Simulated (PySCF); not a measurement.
Compound: C6H4Cl (doublet state).
Atom-mapped SMILES: `[Cl:1][c:2]1[cH:3][cH:4][c:5][cH:6][cH:7]1` (hydrogens: H8 on C3; H9 on C4; H10 on C6; H11 on C7)

Structure optimised with GFN2-xTB, isolated species. This method treats the open shell by occupation alone, without spin polarisation.

(1) List the bond lengths and angles at this level.

## Answers

(1) 
```tsv
bond	length (bohr)	order
Cl1–C2	3.277	single
C2–C3, C2–C7	2.618	aromatic
C3–C4, C6–C7	2.633	aromatic
C4–C5, C5–C6	2.576	aromatic
C3–H8, C7–H11	2.039	single
C4–H9, C6–H10	2.039	single
```

Bonds in one row agree within 0.02 bohr and their mean is given. Orders are formal, as drawn. A selection of angles:
```tsv
angle	degrees
Cl1–C2–C3	119.1
C3–C2–C7	121.8
C2–C3–C4	119.1
C2–C3–H8	120.5
C4–C3–H8	120.4
C3–C4–C5	117.5
C3–C4–H9	120.2
C5–C4–H9	122.4
C4–C5–C6	125.2
```

The 7 heavy atoms lie in one plane (0.001 Å rms). The 6-membered ring C2–C3–C4–C5–C6–C7 has internal angles of 117.4° to 125.2° (sum 720°, against 720° for a flat polygon); it is planar, 0.00 Å rms from its mean plane, widest ring torsion 0°. C2 (carbon bonded to 2 C and Cl) is planar (angles 121.8°, 119.1° and 119.1°, sum 360.0°, 0.00 Å off the plane of its three neighbours). The 6 C–C bonds span 1.363 Å (C4–C5, aromatic) to 1.393 Å (C6–C7, aromatic), a spread of 0.030 Å. C4 (carbon bonded to 2 C and H) is planar (angles 122.4°, 120.2° and 117.5°, sum 360.0°, 0.00 Å off the plane of its three neighbours). C3 (carbon bonded to 2 C and H) is planar (angles 120.5°, 120.4° and 119.1°, sum 360.0°, 0.00 Å off the plane of its three neighbours).

Point group: C2v (tolerance 0.08 Å). Stationary, but not proved a minimum.

All values are computed, not measured.
